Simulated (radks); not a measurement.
Results of a calculation; reference values are marked as such.
Spherical quantum dot in the effective-mass picture: electrons in a well V = -V0 / (1 + exp((r - R)/a)) with V0 = 27.4, R = 2.13, a = 0.2, all in effective atomic units (hartree* = m*/eps^2 hartree, bohr* = eps/m* bohr), one dielectric constant everywhere. Level of theory: non-relativistic Kohn-Sham, PBE, spin-polarised, spherical densities (a radial shooting solver with Libxc functionals). Levels are named by radial order and angular momentum (1s, 1p, 1d, 2s, ...), and open shells are averaged over m. Results are scaled to m* = 0.205 and eps = 10.2, for which hartree* = 53.62 meV and bohr* = 2.633 nm.

N = 24, configuration 1s2 1p6 1d10 2s(up 1, down 0) 1f(up 5, down 0). This is the lowest configuration that the search found. Occupied and some empty levels:

| level | occupation | eigenvalue (meV) | <r> (nm) |
|---|---|---|---|
| 1s up | 1 | -548.27 | 3.272 |
| 1s down | 1 | -541.43 | 3.285 |
| 1p up | 3 | -504.37 | 3.591 |
| 1p down | 3 | -498.01 | 3.584 |
| 1d up | 5 | -438.99 | 3.827 |
| 1d down | 5 | -432.34 | 3.819 |
| 2s up | 1 | -363.67 | 2.761 |
| 1f up | 5 | -355.97 | 4.021 |
| 2s down | 0 | -350.63 | 2.816 |
| 1f down | 0 | -348.95 | 4.016 |
| 2p up | 0 | -259.78 | 3.224 |
| 1g up | 0 | -257.71 | 4.190 |
| 2p down | 0 | -252.04 | 3.256 |
| 1g down | 0 | -250.40 | 4.187 |
| 2d up | 0 | -146.49 | 3.578 |
| 2d down | 0 | -140.91 | 3.594 |

Energy (meV): total -20206.0, kinetic 3735.7, external -32855, Hartree 9912.9, exchange-correlation -1000.1.

Electron density:

| r (nm) | n(r) (e/nm^3) |
|---|---|
| 0.153 | 0.03320 |
| 0.730 | 0.03127 |
| 1.31 | 0.02947 |
| 1.88 | 0.03272 |
| 2.46 | 0.04420 |
| 3.04 | 0.05932 |
| 3.61 | 0.06411 |
| 4.19 | 0.04756 |
| 4.77 | 0.02083 |
| 5.34 | 0.004885 |
| 5.92 | 0.0006406 |
| 6.50 | 0.00005686 |
| 7.07 | 4.302e-06 |
| 7.65 | 3.171e-07 |
